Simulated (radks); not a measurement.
Task: Cs2+, 53 electrons, occupied as [Kr] 4d10 5s2 5p5 (the NIST ground configuration). Method: Dirac Kohn-Sham, LDA (Slater exchange, Perdew-Wang correlation), spin-unpolarised, spherical densities, point nucleus; open shells fill j = l - 1/2 first; computed with a radial shooting solver on a logarithmic mesh with Libxc functionals. Some entries of the table are withheld. Estimate them.

orbital,occ.,eigenvalue (eV),r(max) (bohr)
1s1/2,2,-35750.57,0.01680
2s1/2,2,-5621.239,0.09511
2p1/2,2,-5291.760,0.07271
2p3/2,4,-4939.948,0.07769
3s1/2,2,-1181.671,0.2730
3p1/2,2,(1),(2)
3p3/2,4,(3),(4)
3d3/2,4,-733.2391,0.2184
3d5/2,6,-718.9155,0.2215
4s1/2,2,-236.4276,0.6427
4p1/2,2,(5),0.6563
4p3/2,4,(6),0.6808
4d3/2,4,-92.4161,0.7160
4d5/2,6,-90.1134,0.7243
5s1/2,2,-42.7790,1.527
5p1/2,2,-30.1746,1.694
5p3/2,3,-28.3171,1.765

Result: 
(1) 3p1/2 eigenvalue (eV): -1043.793
(2) 3p1/2 r(max) (bohr): 0.2594
(3) 3p3/2 eigenvalue (eV): -976.4032
(4) 3p3/2 r(max) (bohr): 0.2704
(5) 4p1/2 eigenvalue (eV): -186.9222
(6) 4p3/2 eigenvalue (eV): -173.0461
